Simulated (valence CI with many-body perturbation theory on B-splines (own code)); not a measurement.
# Level structure of In35+

Computed by valence CI with perturbative core correlation (CI+MBPT): four valence electrons over a frozen Dirac-Fock core [Ne], a basis of 9 s, 9 p, 8 d, 6 f, 3 g, 1 h functions for each j, with the one-electron correlation potential Σ1, the two-electron term Σ2, the three-electron term Σ3, Breit, model QED; selected CI, second order for the rest (own B-spline code, finite nucleus).

No measured spectrum was set against this ion. As an estimate, large intervals hold to a few tenths of a per cent, small ones and those within an open d or f shell to about a per cent.

Levels 1 to 31 of 31, with energies above the lowest level, (3s^2 3p1/2^2) J=0. "Leading %" is the weight of the configuration and term that name the level; weights of strongly mixed levels are sums over their largest components and can fall short. In the jj column 3d3/2^4 stands for four electrons in 3d with j = 3/2.

```tsv
No.	Configuration	Term	J	E (cm⁻¹)	Leading %	Second component	Leading jj	g
1	3s²3p²	³P	0	0	74	24 % 3s²3p² ¹S	3s^2 3p1/2^2 (98 %)	
2	3s²3p²	³P	1	363920	98		3s^2 3p1/2 3p3/2 (98 %)	1.496
3	3s²3p²	¹D	2	408990	57	41 % 3s²3p² ³P	3s^2 3p1/2 3p3/2 (98 %)	1.204
4	3s²3p²	³P	2	805620	57	41 % 3s²3p² ¹D	3s^2 3p3/2^2 (97 %)	1.286
5	3s²3p²	¹S	0	906020	73	24 % 3s²3p² ³P	3s^2 3p3/2^2 (97 %)	
6	3s3p³	⁵S°	2	1065800	48	34 % 3s3p³ ³P°	3s 3p1/2^2 3p3/2 (88 %)	1.681
7	3s3p³	³D°	1	1208500	45	20 % 3s3p³ ³P°	3s 3p1/2^2 3p3/2 (78 %)	0.915
8	3s3p³	³D°	2	1389400	42	34 % 3s3p³ ⁵S°	3s 3p1/2 3p3/2^2 (77 %)	1.452
9	3s²3p3d	³F°	2	1402200	61	26 % 3s²3p3d ¹D°	3s^2 3p1/2 3d3/2 (90 %)	0.828
10	3s3p³	³D°	3	1465100	74	16 % 3s²3p3d ³D°	3s 3p1/2 3p3/2^2 (74 %)	1.302
11	3s²3p3d	³D°	1	1573500	42	24 % 3s3p³ ³P°	3s^2 3p1/2 3d3/2 (49 %)	1.086
12	3s3p³	³P°	0	1573500	89	9 % 3s²3p3d ³P°	3s 3p1/2 3p3/2^2 (89 %)	
13	3s3p³	³D°	2	1604500	24	21 % 3s²3p3d ³F°	3s^2 3p1/2 3d5/2 (43 %)	1.075
14	3s²3p3d	³F°	3	1613900	66	18 % 3s3p³ ³D°	3s^2 3p1/2 3d5/2 (69 %)	1.128
15	3s3p³	³P°	1	1639500	30	24 % 3s²3p3d ³P°	3s 3p1/2 3p3/2^2 (53 %)	1.134
16	3s3p³	¹D°	2	1687300	32	25 % 3s²3p3d ³D°	3s 3p1/2 3p3/2^2 (40 %)	1.252
17	3s3p³	³S°	1	1716500	38	20 % 3s3p³ ¹P°	3s 3p1/2 3p3/2^2 (83 %)	1.349
18	3s²3p3d	³P°	2	1872800	29	23 % 3s3p³ ³P°	3s^2 3p3/2 3d5/2 (54 %)	1.321
19	3s²3p3d	³F°	4	1924900	98		3s^2 3p3/2 3d5/2 (98 %)	1.246
20	3s²3p3d	³P°	1	1953000	44	30 % 3s²3p3d ³D°	3s^2 3p3/2 3d3/2 (79 %)	1.161
21	3s²3p3d	³D°	2	1954800	44	20 % 3s²3p3d ¹D°	3s^2 3p3/2 3d3/2 (75 %)	1.065
22	3s²3p3d	³D°	3	1962200	44	25 % 3s²3p3d ¹F°	3s^2 3p3/2 3d3/2 (72 %)	1.182
23	3s²3p3d	³P°	0	1968400	89	9 % 3s3p³ ³P°	3s^2 3p3/2 3d3/2 (89 %)	
24	3s²3p3d	¹P°	1	2105500	38	24 % 3s²3p3d ³P°	3s^2 3p3/2 3d5/2 (61 %)	1.273
25	3s²3p3d	¹F°	3	2114700	62	34 % 3s²3p3d ³D°	3s^2 3p3/2 3d5/2 (79 %)	1.119
26	3s3p²3d	⁵F	1	2120700	61	23 % 3s3p²3d ³D	3s 3p1/2^2 3d3/2 (87 %)	0.314
27	3s3p³	³P°	2	2122100	25	22 % 3s²3p3d ³P°	3s 3p3/2^3 (48 %)	1.289
28	3s3p²3d	⁵F	2	2142900	35	16 % 3s3p²3d ⁵D	3s 3p1/2^2 3d3/2 (78 %)	1.200
29	3s3p³	¹P°	1	2232400	32	31 % 3s²3p3d ¹P°	3s 3p3/2^3 (54 %)	1.050
30	3s3p²3d	⁵D	3	2257500	30	30 % 3s3p²3d ⁵F	3s 3p1/2^2 3d5/2 (79 %)	1.378
31	3p⁴	³P	2	2275500	25	16 % 3s3p²3d ³P	3s 3p1/2^2 3d5/2 (41 %)	1.213
```

The ionisation energy to 3s²3p ²P°1/2 of the next ion comes out as 2315.5 eV (NIST: 2317 ± 5 eV (semi-empirical)). All 31 levels together are meant to be complete up to 2366500 cm⁻¹.
